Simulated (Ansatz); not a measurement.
Cost and result up the ladder for TaO₄ (5 atoms). Charge 0, multiplicity 2. Geometry: r2SCAN-D4/def2-SVP.

```xyz
5

Ta   -0.2915    0.3570   -0.2645
O     1.0379    1.6877    0.2250
O    -1.8156   -0.8237   -0.0169
O    -0.5094   -1.5293   -0.0623
O     1.5786    0.3083    0.1187
```

Ansatz on 4 threads of Arm Neoverse V1 on a shared host. Times are rough, and most runs start from the orbitals of an earlier one. PBE0-D4/def2-TZVP serves as the yardstick here, not as an exact answer. Differences are given only for rows in sets of like size (and for xTB, whose basis is part of the method), since another set adds its own error. Binding counts from free atoms at the same level (Ta quartet, O triplet; other spins of the atoms weren't run), without zero-point energy or a counterpoise term.

In the def2 sets Ta takes a core potential; there is no spin–orbit coupling. Correlated methods freeze 4 core orbitals; core or outer-core shells of Ta are correlated, in sets that lack core-valence functions. The structure holds 2 bonds between oxygen atoms, so isomers without such links may lie far lower. No other spin state of charge 0 was run. Another isomer (doublet) lies 3.00 eV lower at PBE0-D4/def2-TZVP; other spin states weren't run for this one.

Correlated methods converge slowly with the basis.

```json
{"level": "PBE-D4/def2-SVP", "functions": "88", "wall time": "1.4 s", "binding energy per atom (eV)": "4.46", "difference from PBE0-D4/def2-TZVP (eV)": "–"}
{"level": "PBE0-D4/def2-SVP", "functions": "88", "wall time": "1.8 s", "binding energy per atom (eV)": "3.87", "difference from PBE0-D4/def2-TZVP (eV)": "–"}
{"level": "PBE-D4/def2-TZVP (with forces)", "functions": "164", "wall time": "3.2 s", "binding energy per atom (eV)": "4.44", "difference from PBE0-D4/def2-TZVP (eV)": "0.53"}
{"level": "PBE0-D4/def2-TZVP", "functions": "164", "wall time": "4 s", "binding energy per atom (eV)": "3.92", "difference from PBE0-D4/def2-TZVP (eV)": "0.00"}
{"level": "RPA@PBE/def2-TZVP", "functions": "164", "wall time": "4.6 s", "binding energy per atom (eV)": "3.65", "difference from PBE0-D4/def2-TZVP (eV)": "-0.27"}
{"level": "HF/def2-TZVP", "functions": "164", "wall time": "5 s", "binding energy per atom (eV)": "1.47", "difference from PBE0-D4/def2-TZVP (eV)": "-2.44"}
{"level": "r2SCAN-D4/def2-TZVP", "functions": "164", "wall time": "6 s", "binding energy per atom (eV)": "4.12", "difference from PBE0-D4/def2-TZVP (eV)": "0.20"}
{"level": "r2SCANh-D4/def2-TZVP", "functions": "164", "wall time": "7 s", "binding energy per atom (eV)": "3.93", "difference from PBE0-D4/def2-TZVP (eV)": "0.01"}
{"level": "PBE-QIDH/def2-TZVP", "functions": "164", "wall time": "7.5 s", "binding energy per atom (eV)": "3.81", "difference from PBE0-D4/def2-TZVP (eV)": "-0.10"}
{"level": "CCSD(T)/def2-TZVP", "functions": "164", "wall time": "8.8 min", "binding energy per atom (eV)": "3.84", "difference from PBE0-D4/def2-TZVP (eV)": "-0.08"}
```
